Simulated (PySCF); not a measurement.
Isomers of C3H8O2SSi, mass 136.001 u with the commonest isotopes. Theory: PBE0/def2-SVPD in PySCF (dipole) on a GFN2-xTB geometry, gas phase. One conformer each, none proved a minimum here; rigid rotors.

**Question.** Order these by rotational constant A, smallest first.
A. `[SH:1][CH:2]1[CH2:3][O:4][SiH2:5][O:6][CH2:7]1` with H–S1–C2–C3 -63°, S1–C2–C3–O4 70°, C2–C3–O4–Si5 39°, C3–O4–Si5–O6 -20°, O4–Si5–O6–C7 20°
B. `[SH:1][CH2:2][C@@H:3]1[CH2:4][O:5][SiH2:6][O:7]1` with H–S1–C2–C3 -48°, S1–C2–C3–C4 180°, C2–C3–C4–O5 -96°, C3–C4–O5–Si6 -19°, C4–O5–Si6–O7 7°, O5–Si6–O7–C3 9°
C. `[CH3:1][O:2][C:3](=[S:4])[CH2:5][O:6][SiH3:7]` with C1–O2–C3–S4 -1°, O2–C3–C5–O6 -12°, C3–C5–O6–Si7 164°

**Answer.** A (2915 MHz), C (3769 MHz), B (4009 MHz).

**Question.** Order these by rotational constant B, largest first.
A. `[SH:1][CH2:2][C@@H:3]1[CH2:4][O:5][SiH2:6][O:7]1` with H–S1–C2–C3 -48°, S1–C2–C3–C4 180°, C2–C3–C4–O5 -96°, C3–C4–O5–Si6 -19°, C4–O5–Si6–O7 7°, O5–Si6–O7–C3 9°
B. `[CH3:1][O:2][C:3](=[S:4])[CH2:5][O:6][SiH3:7]` with C1–O2–C3–S4 -1°, O2–C3–C5–O6 -12°, C3–C5–O6–Si7 164°
C. `[SH:1][CH:2]1[CH2:3][O:4][SiH2:5][O:6][CH2:7]1` with H–S1–C2–C3 -63°, S1–C2–C3–O4 70°, C2–C3–O4–Si5 39°, C3–O4–Si5–O6 -20°, O4–Si5–O6–C7 20°

**Answer.** C (1495 MHz), A (1104 MHz), B (842.1 MHz).

**Question.** Order these by radius of gyration √(Σ m r²/M), smallest first.
A. `[SH:1][CH2:2][C@@H:3]1[CH2:4][O:5][SiH2:6][O:7]1` with H–S1–C2–C3 -48°, S1–C2–C3–C4 180°, C2–C3–C4–O5 -96°, C3–C4–O5–Si6 -19°, C4–O5–Si6–O7 7°, O5–Si6–O7–C3 9°
B. `[SH:1][CH:2]1[CH2:3][O:4][SiH2:5][O:6][CH2:7]1` with H–S1–C2–C3 -63°, S1–C2–C3–O4 70°, C2–C3–O4–Si5 39°, C3–O4–Si5–O6 -20°, O4–Si5–O6–C7 20°
C. `[CH3:1][O:2][C:3](=[S:4])[CH2:5][O:6][SiH3:7]` with C1–O2–C3–S4 -1°, O2–C3–C5–O6 -12°, C3–C5–O6–Si7 164°

**Answer.** B (1.809 Å), A (2.024 Å), C (2.313 Å).

| SMILES | point group | Ia (u·Å²) | Ib (u·Å²) | Ic (u·Å²) | κ | μa (D) | μb (D) | μc (D) |
| --- | --- | --- | --- | --- | --- | --- | --- | --- |
| SC1CO[SiH2]OC1 | Cs | 173.38 | 338.11 | 378.41 | -0.80 | 0.47 | 0.00 | 1.99 |
| SC[C@@H]1CO[SiH2]O1 | C1 | 126.06 | 457.83 | 530.02 | -0.90 | 1.42 | 0.76 | 0.09 |
| COC(=S)CO[SiH3] | C1 | 134.10 | 600.17 | 720.70 | -0.91 | 1.09 | 1.32 | 0.35 |
